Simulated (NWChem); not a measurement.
The numbers come from NWChem runs, not from measurements. System: Sn, charge 0, spin multiplicity 3. Its SCF solution wasn't tested for a lower state. Level: UCCSD(T)/def2-TZVP with def2 effective core potentials on Sn, 4 core orbitals frozen.

Part of the output:

```
             Northwest Computational Chemistry Package (NWChem) 7.3.0
             --------------------------------------------------------

                                NWChem Input Module
                                -------------------

 Scaling coordinates for geometry "geometry" by  1.889725989
 (inverse scale =  0.529177249)

                             Geometry "geometry" -> ""
                             -------------------------

 Output coordinates in angstroms (scale by  1.889725989 to convert to a.u.)

  No.       Tag          Charge          X              Y              Z
 ---- ---------------- ---------- -------------- -------------- --------------
    1 Sn                  50.0000     0.00000000     0.00000000     0.00000000

 Effective nuclear repulsion energy (a.u.)       0.0000000000

            Nuclear Dipole moment (a.u.)
            ----------------------------
        X                 Y               Z
 ---------------- ---------------- ----------------
     0.0000000000     0.0000000000     0.0000000000

      Symmetry information
      --------------------

 Group name             D2h
 Group number             26
 Group order               8
 No. of unique centers     1

      Symmetry unique atoms

     1


 Summary of "ao basis" -> "" (spherical)
 ------------------------------------------------------------------------------
       Tag                 Description            Shells   Functions and Types
 ---------------- ------------------------------  ------  ---------------------
 *                         def2-tzvp                  on all atoms

 Summary of "ao basis" -> "ao basis" (spherical)
 ------------------------------------------------------------------------------
       Tag                 Description            Shells   Functions and Types
 ---------------- ------------------------------  ------  ---------------------
 Sn                        def2-tzvp                16       50   6s5p3d2f

                                 NWChem SCF Module
                                 -----------------

  ao basis        = "ao basis"
  functions       =    50
  atoms           =     1
  alpha electrons =    12
  beta  electrons =    10
  charge          =   0.00
  wavefunction    = UHF
  use symmetry    = T
  symmetry adapt  = T

 Summary of "ao basis" -> "ao basis" (spherical)
 ------------------------------------------------------------------------------
       Tag                 Description            Shells   Functions and Types
 ---------------- ------------------------------  ------  ---------------------
 Sn                        def2-tzvp                16       50   6s5p3d2f

      Symmetry analysis of basis
      --------------------------

        ag         12
        au          2
        b1g         3
        b1u         9
        b2g         3
        b2u         9
        b3g         3
        b3u         9

 Forming initial guess at       0.2s

   Symmetry analysis of molecular orbitals - initial alpha
   -------------------------------------------------------

  Numbering of irreducible representations:

     1 ag          2 au          3 b1g         4 b1u         5 b2g
     6 b2u         7 b3g         8 b3u

  Orbital symmetries:

     1 ag          2 b1u         3 b2u         4 b3u         5 ag
     6 b2g         7 b3g         8 b1g         9 ag         10 ag
    11 b2u        12 b3u        13 b1u        14 b3u        15 b2u
    16 b1u        17 b1g        18 ag         19 ag         20 b3g
    21 b2g        22 ag

   Symmetry analysis of molecular orbitals - initial beta
   ------------------------------------------------------

  Numbering of irreducible representations:

     1 ag          2 au          3 b1g         4 b1u         5 b2g
     6 b2u         7 b3g         8 b3u

  Orbital symmetries:

     1 ag          2 b1u         3 b3u         4 b2u         5 ag
     6 b2g         7 b3g         8 ag          9 b1g        10 ag
    11 b1u        12 b3u        13 b2u        14 b1u        15 b2u
    16 b3u        17 ag         18 b3g        19 b2g        20 ag
    21 ag         22 b1g

 Starting SCF solution at       0.2s

 ----------------------------------------------
[...]
    21      0.671828  1 Sn pz                12     -0.269590  1 Sn pz
    18      0.257426  1 Sn pz                15      0.237193  1 Sn pz

 Vector   12  Occ=0.000000D+00  E= 4.117643D-02  Symmetry=b2u
              MO Center= -3.9D-32, -3.1D-20,  4.1D-31, r^2= 5.9D+00
   Bfn.  Coefficient  Atom+Function         Bfn.  Coefficient  Atom+Function
  ----- ------------  ---------------      ----- ------------  ---------------
    20      0.803201  1 Sn py                11     -0.246346  1 Sn py
    14      0.242507  1 Sn py

 Vector   13  Occ=0.000000D+00  E= 4.117643D-02  Symmetry=b3u
              MO Center= -4.6D-20,  4.4D-32,  3.9D-31, r^2= 5.9D+00
   Bfn.  Coefficient  Atom+Function         Bfn.  Coefficient  Atom+Function
  ----- ------------  ---------------      ----- ------------  ---------------
    19      0.803201  1 Sn px                10     -0.246346  1 Sn px
    13      0.242507  1 Sn px

 center of mass
 --------------
 x =   0.00000000 y =   0.00000000 z =   0.00000000

 moments of inertia (a.u.)
 ------------------
           0.000000000000           0.000000000000           0.000000000000
           0.000000000000           0.000000000000           0.000000000000
           0.000000000000           0.000000000000           0.000000000000

  Mulliken analysis of the total density
  --------------------------------------

    Atom       Charge   Shell Charges
 -----------   ------   -------------------------------------------------------
    1 Sn  22    22.00   0.29 -0.78  1.54  0.94  1.09  0.90 -0.40  6.36  0.45  1.12  0.48  8.94  1.03  0.03  0.00  0.00

  Mulliken analysis of the alpha density
  --------------------------------------

    Atom       Charge   Shell Charges
 -----------   ------   -------------------------------------------------------
    1 Sn  22    12.00   0.14 -0.39  0.77  0.47  0.53  0.47 -0.20  3.19  0.42  1.12  0.48  4.45  0.53  0.02  0.00  0.00

   Mulliken analysis of the beta density
   -------------------------------------

    Atom       Charge   Shell Charges
 -----------   ------   -------------------------------------------------------
    1 Sn  22    10.00   0.14 -0.39  0.77  0.47  0.56  0.43 -0.19  3.17  0.03 -0.00  0.00  4.49  0.50  0.01  0.00  0.00

   Mulliken analysis of the spin density
   -------------------------------------

    Atom       Charge   Shell Charges
 -----------   ------   -------------------------------------------------------
    1 Sn  22     2.00  -0.00  0.00 -0.00 -0.00 -0.04  0.04 -0.01  0.02  0.40  1.12  0.48 -0.05  0.04  0.01  0.00 -0.00

       Multipole analysis of the density wrt the origin
       ------------------------------------------------

     L   x y z        total         alpha         beta         nuclear
     -   - - -        -----         -----         ----         -------
     0   0 0 0      0.000000    -12.000000    -10.000000     22.000000

     1   1 0 0     -0.000000     -0.000000      0.000000      0.000000
     1   0 1 0      0.000000      0.000000      0.000000      0.000000
     1   0 0 1     -0.000000     -0.000000     -0.000000      0.000000

     2   2 0 0    -21.236381    -15.603994     -5.632387      0.000000
     2   1 1 0      0.000000     -0.000000      0.000000      0.000000
     2   1 0 1      0.000000      0.000000      0.000000      0.000000
     2   0 2 0    -21.236381    -15.603994     -5.632387      0.000000
     2   0 1 1     -0.000000     -0.000000      0.000000      0.000000
     2   0 0 2    -16.384117    -10.388004     -5.996113      0.000000

                   NWChem Extensible Many-Electron Theory Module
                   ---------------------------------------------


            General Information
            -------------------
      Number of processors :     1
         Wavefunction type : Unrestricted Hartree-Fock
          No. of electrons :    22
           Alpha electrons :    12
            Beta electrons :    10
           No. of orbitals :   100
            Alpha orbitals :    50
             Beta orbitals :    50
        Alpha frozen cores :     4
         Beta frozen cores :     4
     Alpha frozen virtuals :     0
      Beta frozen virtuals :     0
         Spin multiplicity : triplet
    Number of AO functions :    50
       Number of AO shells :    16
        Use of symmetry is : on
      Symmetry adaption is : on
         Schwarz screening : 0.10D-09

          Correlation Information
          -----------------------
          Calculation type : Coupled-cluster singles & doubles w/ perturbation
   Perturbative correction : (T)
            Max iterations :      100
        Residual threshold : 0.10D-05
     T(0) DIIS level shift : 0.00D+00
     L(0) DIIS level shift : 0.00D+00
     T(1) DIIS level shift : 0.00D+00
     L(1) DIIS level shift : 0.00D+00
     T(R) DIIS level shift : 0.00D+00
     T(I) DIIS level shift : 0.00D+00
   CC-T/L Amplitude update :  5-th order DIIS
                I/O scheme : Global Array Library
        L-threshold :  0.10D-05
        EOM-threshold :  0.10D-05
 no EOMCCSD initial starts read in
 TCE RESTART OPTIONS
 SLICE:      F
 D4D5:       F
 quantumc:   F
 qrotation:  F
 pwtce:      F
 qducc:      F
 nacto:                         0
 nrotv:                         0
 nrot:                          0

            Memory Information
            ------------------
          Available GA space size is     249031800 doubles
          Available MA space size is     104842172 doubles

 Maximum block size supplied by input
 Maximum block size        24 doubles

 tile_dim =      8

 -------------------------------------------------

 Global array virtual files algorithm will be used

 Parallel file system coherency ......... OK


 half-transformed integrals in memory

 2-e (intermediate) file size =        11255000
 2-e (intermediate) file name = ./mol.v2i

 2-e integrals stored in memory



CCSD iterations
 ---------------------------------------------------------
 Iter          Residuum       Correlation     Cpu    Wall
 ---------------------------------------------------------
    1   0.1000394884210  -0.2644737408200     1.0     1.0
    2   0.0202718055007  -0.2577899383820     1.1     1.1
    3   0.0074650226874  -0.2608122252757     1.6     1.6
    4   0.0033218012480  -0.2612003696594     1.2     1.2
    5   0.0015914330166  -0.2614278360557     1.0     1.0
    6   0.0002879697640  -0.2615742085509     1.0     1.0
    7   0.0001006868571  -0.2615777594338     1.0     1.0
    8   0.0000476808526  -0.2615789335671     1.0     1.0
    9   0.0000237236432  -0.2615789992048     1.0     1.0
   10   0.0000121682956  -0.2615793512607     1.0     1.0
   11   0.0000010617797  -0.2615798571475     1.0     1.0
   12   0.0000002688012  -0.2615798165142     1.0     1.0
 -----------------------------------------------------------------
 Iterations converged
 CCSD correlation energy / hartree =        -0.261579816514154
 CCSD total energy / hartree       =      -213.601496451274414

 Singles contributions

 Doubles contributions
 CCSD(T)
 Using plain CCSD(T) code
             total no. of tasks         6324
 total no. of tasks / no. procs         6324
                         wl_min            8           1.4
                         wl_max        13824           4.9
        thresh for no. of tasks         6324

 CCSD[T]  correction energy / hartree =        -0.006551525512562
 CCSD[T] correlation energy / hartree =        -0.268131342026716
 CCSD[T] total energy / hartree       =      -213.608047976786963
 CCSD(T)  correction energy / hartree =        -0.005987422179599
 CCSD(T) correlation energy / hartree =        -0.267567238693753
 CCSD(T) total energy / hartree       =      -213.607483873454015

 Task  times  cpu:       19.4s     wall:       19.4s

 Total times  cpu:       19.4s     wall:       19.4s
```

**Question.** Write an NWChem input that would produce this output.

**Answer.** One answer among several that fit: 
```
start mol
memory heap 100 mb stack 700 mb global 1900 mb
geometry units angstroms nocenter noautoz
  Sn     0.000000     0.000000     0.000000
  symmetry group D2h
end
basis spherical
  * library def2-tzvp
end
ecp
  Sn library def2-ecp
end
scf
  uhf
  nopen 2
  maxiter 100
  thresh 1e-7
  semidirect memsize 60000000 filesize 0
  # guess.movecs holds the orbitals of an unrestricted PBE0 run
  vectors input guess.movecs output mol.movecs
end
tce
  freeze core 4
  ccsd(t)
  thresh 1e-6
  maxiter 100
  tilesize 24
end
task tce energy
```
